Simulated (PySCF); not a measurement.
Property card for `[H]/[C]=C\C1=C(C)[C@H]1OC=O` [radical]

C₇H₇O₂ (doublet state).
Geometry (GFN2-xTB, Å), atoms numbered from 1 in this order:
```
atom  x, y, z in Å
C1     3.1316    0.7487    0.6955
C2     2.3222   -0.2708    0.7029
C3     1.0049   -0.2885    0.1215
C4    -0.1363   -0.8937   -0.1288
C5    -1.0694   -2.0175   -0.0601
C6    -0.0001    0.5140   -0.6183
O7    -0.6738    1.5591    0.1049
C8    -1.8368    1.9530   -0.3741
O9    -2.4021    1.5292   -1.3392
H10    3.1523    1.7517    0.3382
H11    2.6060   -1.2067    1.1753
H12   -0.6107   -2.8743    0.4297
H13   -1.3826   -2.2982   -1.0661
H14   -1.9624   -1.7219    0.4922
H15    0.0764    0.7588   -1.6730
H16   -2.2269    2.7660    0.2651
```

**GFN2-xTB geometry**

* Point group of the GFN2-xTB geometry: C1
* Rotational constants A, B, C of the GFN2-xTB geometry: 2.517, 1.123, 0.820 GHz

**UKS B3LYP, pcH-1 on C H O, non-relativistic, mean-field spin-orbit, GIAO (PySCF)**

- Isotropic g value: 2.00226
- Principal g values: 2.00184, 2.00219, 2.00276
- Spin squared ⟨S²⟩: 0.764
- Largest Mulliken spin population: 1.08 on C1
- Largest isotropic hyperfine couplings (means over sets of like nuclei): 13C +334.9 (C1), 1H +113.4 (H11), 13C +110.9 (C3), 1H +39.0 (H10), 13C -5.4 (C2) MHz

Monoisotopic mass (most abundant isotopes): 123.0446 u.

At 9.50 GHz, hν = g·μB·B₀ (B₀ the magnetic field) puts the centre of the isotropic spectrum, to first order, at 339.0 mT. The rotational constants make it an asymmetric top with κ = (2B − A − C)/(A − C) = -0.64, nearer the prolate limit (−1). g_iso is shifted by about -60 ppm from the free-electron value 2.002319; the principal values span 0.0009. ⟨S²⟩ is 0.014 above the pure-spin value S(S + 1) = 0.75. With B = h/(8π²I), that is 505.379 GHz u Å² over I, the principal moments of inertia are 200.8, 450.0 and 616.4 u Å² (most abundant isotopes); the inertial defect Ic − Ia − Ib is -34.4 u Å² (zero for a rigid planar frame, negative otherwise).

Geometry: GFN2-xTB, one conformer, isolated molecule. Hyperfine couplings depend on the geometry, which wasn't re-optimised at a DFT level. Couplings of like nuclei are plain means over topologically equivalent atoms, as if these changed places fast (by rotation of a methyl-like group, say); in this geometry the members of some sets differ.
